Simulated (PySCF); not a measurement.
A GIAO shielding run with PySCF 2.14 (density fitting, non-relativistic, gas phase) on `NC[C@@H]1[SiH2]O[SiH2]C1=O`, C₃H₉NO₂Si₂:

```
$ OMP_NUM_THREADS=1 python probes_run.py task.json out

{"job": {"kind": "nmr", "xc": "PBE0", "basis": "pcSseg-1"}, "charge": 0, "multiplicity": 1}
N     -2.196157    -0.586202     1.335221
C     -1.699633     0.054107     0.127455
C     -0.196332     0.292190     0.247396
Si     0.628170     1.520682    -0.960964
O      2.147481     0.902287    -0.933223
Si     2.459368    -0.558656    -0.247079
C      0.618704    -0.981905     0.149566
O      0.128615    -2.088887     0.190532
H     -3.195321    -0.747180     1.264180
H     -1.746735    -1.491906     1.432911
H     -1.888627    -0.532366    -0.787950
H     -2.214838     1.014386     0.021632
H     -0.001103     0.670934     1.258847
H      0.730022     2.876797    -0.442249
H      0.120520     1.411285    -2.324309
H      3.023605    -1.412071    -1.279244
H      3.275264    -0.331465     0.937368
```

Hardware: 1 thread of an Arm Neoverse V2, shared host. The job also computes population analyses, field gradients, ring-centre shieldings.

**Question.** How large is the calculation?

**Answer.** 78 electrons, 195 basis functions and 1055 auxiliary functions.

**Question.** How long does it take, and how much memory does it need?

**Answer.** 34 s of wall time, with 15 SCF cycles and 5 response iterations; peak memory 0.86 GiB. Times on a shared host scatter by some tens of per cent.
